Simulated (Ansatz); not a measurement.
`C[SiH2][SiH2][SiH2][SiH2][SiH2][SiH2][SiH2][SiH2][SiH2]C` with charge -1. Total charge -1; doublet. Geometry r2SCAN-D4/def2-SVP, that of the neutral singlet; atoms count from 1.

```xyz
35

C     4.389    2.517   -2.777
Si    2.554    2.798   -3.116
Si    1.562    3.888   -1.285
Si    2.098    2.651    0.640
Si    1.586    0.403    0.189
Si   -0.616    0.239   -0.618
Si   -1.156   -2.022   -0.962
Si   -0.558   -3.184    0.994
Si   -1.452   -1.987    2.808
Si   -3.751   -1.720    2.394
C    -4.536   -3.392    2.007
H     4.911    3.476   -2.627
H     4.873    1.994   -3.617
H     4.531    1.906   -1.870
H     1.857    1.484   -3.308
H     2.365    3.598   -4.368
H     0.073    3.947   -1.433
H     2.077    5.291   -1.161
H     1.317    3.109    1.833
H     3.558    2.803    0.946
H     1.737   -0.450    1.413
H     2.525   -0.124   -0.856
H    -0.749    1.036   -1.880
H    -1.545    0.824    0.403
H    -0.406   -2.540   -2.150
H    -2.623   -2.191   -1.218
H     0.933   -3.300    1.073
H    -1.135   -4.568    0.978
H    -1.223   -2.727    4.091
H    -0.770   -0.657    2.906
H    -3.906   -0.797    1.224
H    -4.423   -1.080    3.570
H    -5.613   -3.286    1.801
H    -4.418   -4.088    2.853
H    -4.064   -3.849    1.122
```

The highest occupied level of the charge -1 doublet lies above zero (up to 1.91 eV). By energy differences it is unbound by 0.68 eV (vertical, against the charge 0 singlet, at PBE0-D4/def2-SVP) and held by the finite basis.

Estimate the Mulliken populations of the heavy atoms from the PBE0/def2-SVP orbitals of Ansatz.


| atom | charge (e) | spin (α − β) |
| --- | --- | --- |
| C1 | -0.33 | -0.01 |
| Si2 | 0.21 | 0.06 |
| Si3 | 0.02 | 0.02 |
| Si4 | -0.03 | 0.22 |
| Si5 | 0.02 | 0.10 |
| Si6 | 0.04 | 0.09 |
| Si7 | -0.05 | 0.28 |
| Si8 | 0.03 | -0.01 |
| Si9 | 0.00 | 0.07 |
| Si10 | 0.24 | 0.01 |
| C11 | -0.35 | 0.00 |
Mulliken values depend strongly on the basis.

Where does the spin sit?

Summed by element: C -0.01, Si 0.83, H 0.18, of 1 unpaired in all. Largest on single atoms: Si7 0.28, Si4 0.22, Si5 0.10.

And the Mayer bond orders between heavy atoms (over 0.3)?

C1–Si2 0.98 (1.89 Å); Si2–Si3 0.96 (2.35 Å); Si3–Si4 0.98 (2.35 Å); Si4–Si5 0.93 (2.35 Å); Si5–Si6 0.93 (2.35 Å); Si6–Si7 0.94 (2.35 Å); Si7–Si8 0.99 (2.35 Å); Si8–Si9 0.96 (2.35 Å); Si9–Si10 0.97 (2.35 Å); Si10–C11 0.99 (1.89 Å).
